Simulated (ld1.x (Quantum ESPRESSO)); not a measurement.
The numbers below are computed, except where a source is named.
## Hardness and transferability of assorted potentials

Generated with ld1.x 7.5 (TM, RRKJ, ultrasoft, PAW), atompaw 4.2 or ONCVPSP 4.0.1. The cutoff is in Ry: for ld1.x and atompaw files where the sum of valence levels is converged to 10 mRy in a Bessel basis, for ONCV files where the hardest occupied wave has 1 mHa per electron of residual kinetic energy. The error is the largest all-electron minus pseudo excitation energy over each file’s own four to seven test configurations (ionisations up to +4, promotions, holes and added fractions of an electron), all of which were solved. The labels leave out finer settings (local radius, basis sizes, second energies), which also bear on the numbers. Spin-polarised tests are not counted. The rows are a selection from randomly drawn settings: files with unsolved tests, undetermined cutoffs or missed reference levels are left out.

A true bound ghost makes a file unfit for plane-wave use even where its test errors are small: the radial tests pick states by their node count and pass the ghost by.

```tsv
element	potential	cutoff (Ry)	largest error (meV)	bound ghosts
N	PAW, PBEsol, scalar-relativistic, rc 1.25/1.70/1.25 (spd), local smoothed, core correction yes, reference 2s2 2p1.5	25	-15	none
Cr	TM, PBEsol, fully relativistic, rc 1.00/1.55/1.30 (spd), local d, core correction no, reference 3s2 3p6 3d4 4s0 4p0	140	+126	none
Os	TM, PBE, fully relativistic, rc 2.30/2.95/2.05 (spd), local p, core correction yes, reference 5d6 6s2 6p0	35	-904	none
```

(1) Fill in the row for Pb: TM, PBEsol, scalar-relativistic, rc 2.15/2.55 (sp), local smoothed, core correction yes, reference 6s2 6p2.

(2) Fill in the row for Ti: TM semilocal, LDA (PZ), scalar-relativistic, rc 3.00/2.75/1.85 (spd), local s, core correction no, reference 3d2 4s2 4p0.

## Answers

(1) cutoff 21 Ry, largest error -656 meV, bound ghosts: s, d.

(2) cutoff 60 Ry, largest error +313 meV, bound ghosts: none.
